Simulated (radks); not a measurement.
Spherical quantum dot in the effective-mass picture: electrons in a parabolic well V = omega^2 r^2 / 2 with omega = 0.221, all in effective atomic units (hartree* = m*/eps^2 hartree, bohr* = eps/m* bohr), one dielectric constant everywhere. Method: non-relativistic Kohn-Sham, PBEsol, spin-polarised, spherical densities; computed with a radial shooting solver with Libxc functionals. Levels are named by radial order and angular momentum (1s, 1p, 1d, 2s, ...), and open shells are averaged over m.

N = 4, configuration 1s2 1p(up 2, down 0). This is the lowest configuration that the search found. Occupied and some empty levels:

level,occupation,eigenvalue (hartree*),<r> (bohr*)
1s up,1,1.2050,3.144
1s down,1,1.2409,3.027
1p up,2,1.3360,3.821
1p down,0,1.3816,3.801
1d up,0,1.4926,4.349
1d down,0,1.5396,4.382
2s up,0,1.5465,3.854
2s down,0,1.5719,3.914
1f up,0,1.6662,4.812
1f down,0,1.7104,4.873

Energy (hartree*): total 3.26291, kinetic 0.61082, external 1.3099, Hartree 2.0742, exchange-correlation -0.73205.
